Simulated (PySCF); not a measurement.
# Relaxation of quartet RuO₂Cl

These are results of UPBE0 in PySCF with Ru def2-TZVP with ECP28, O def2-TZVP, Cl def2-TZVP; scalar-relativistic core potentials, no spin–orbit coupling; density-fitted integrals, not measurements. A (50,194) grid was used.

A hand-made trigonal pyramidal start, of Cs symmetry, held to at least that symmetry:

```xyz
4
charge 0 multiplicity 4, angstrom
Ru   -0.2666    0.0000   -0.3699
O    -1.0215    1.3076    0.4329
O    -1.0215   -1.3076    0.4329
Cl    1.7112    0.0000    0.6817
```

At each step, columns x, y, z (Å) and Fx, Fy, Fz (eV/Å):

```
step 0  E − E(last) = 97.61 kJ/mol
Ru  -0.267   0.000  -0.370  -0.871   0.000   3.541
O   -1.021   1.308   0.433   0.492   0.118  -1.406
O   -1.021  -1.308   0.433   0.492  -0.118  -1.406
Cl   1.711   0.000   0.682  -0.114   0.000  -0.730
step 1  E − E(last) = 48.30 kJ/mol
Ru  -0.284   0.000  -0.228  -0.080   0.001   1.754
O   -1.031   1.391   0.377   0.004  -0.048  -0.649
O   -1.031  -1.391   0.377   0.003   0.047  -0.649
Cl   1.748   0.000   0.651   0.073   0.000  -0.456
step 2  E − E(last) = 25.18 kJ/mol
Ru  -0.267   0.000  -0.087  -0.385   0.000   1.198
O   -1.074   1.436   0.324   0.147  -0.653  -0.466
O   -1.074  -1.436   0.324   0.147   0.653  -0.466
Cl   1.817   0.000   0.616   0.091   0.000  -0.265
step 3  E − E(last) = 9.91 kJ/mol
Ru  -0.242   0.000   0.057  -0.707   0.000   0.726
O   -1.126   1.434   0.270   0.329  -0.696  -0.286
O   -1.126  -1.434   0.270   0.329   0.696  -0.286
Cl   1.897   0.000   0.580   0.050   0.000  -0.153
step 4  E − E(last) = 2.46 kJ/mol
Ru  -0.237   0.000   0.170  -0.174   0.000   0.341
O   -1.155   1.414   0.228   0.164  -0.198  -0.112
O   -1.155  -1.414   0.228   0.164   0.198  -0.112
Cl   1.948   0.000   0.552  -0.155   0.000  -0.117
step 5  E − E(last) = 0.81 kJ/mol
Ru  -0.236   0.000   0.236  -0.265   0.000   0.140
O   -1.164   1.409   0.204   0.224  -0.183  -0.037
O   -1.164  -1.409   0.204   0.224   0.184  -0.037
Cl   1.965   0.000   0.535  -0.183   0.000  -0.066
step 6  E − E(last) = 0.73 kJ/mol
Ru  -0.247   0.000   0.272   0.692   0.000   0.101
O   -1.151   1.402   0.192  -0.333   0.525  -0.043
O   -1.151  -1.402   0.192  -0.333  -0.525  -0.043
Cl   1.952   0.000   0.523  -0.027   0.000  -0.015
step 7  E − E(last) = 0.06 kJ/mol
Ru  -0.245   0.000   0.298  -0.038   0.002  -0.034
O   -1.155   1.410   0.182   0.049  -0.008   0.015
O   -1.155  -1.410   0.182   0.047   0.006   0.015
Cl   1.958   0.000   0.515  -0.057   0.000   0.004
step 8  E − E(last) = 0.00 kJ/mol
Ru  -0.245   0.000   0.285   0.004   0.000   0.007
O   -1.153   1.412   0.187   0.004   0.013  -0.002
O   -1.153  -1.412   0.187   0.004  -0.013  -0.002
Cl   1.953   0.000   0.519  -0.011   0.000  -0.002
step 9  E − E(last) = 0.00 kJ/mol
Ru  -0.246   0.000   0.287   0.001   0.000   0.002
O   -1.152   1.413   0.186   0.002   0.002  -0.001
O   -1.152  -1.413   0.186   0.002  -0.002  -0.001
Cl   1.952   0.000   0.518  -0.004   0.000   0.000
```

It ends at C2v with Ru–Cl 2.210 Å, Ru–O 1.682 Å (×2); Cl–Ru–O 122.8° (×2), O–Ru–O 114.4°. A frequency run shows a minimum.

With open d or f shells other occupations or spin states may lie lower. At this level a doublet minimum of C2v symmetry lies 35 kJ/mol below this structure.

The relaxation took 37 s on 4 threads of a shared Arm Neoverse V2 host, with 139 basis functions and 10 gradients; the process peaked at 0.78 GiB.
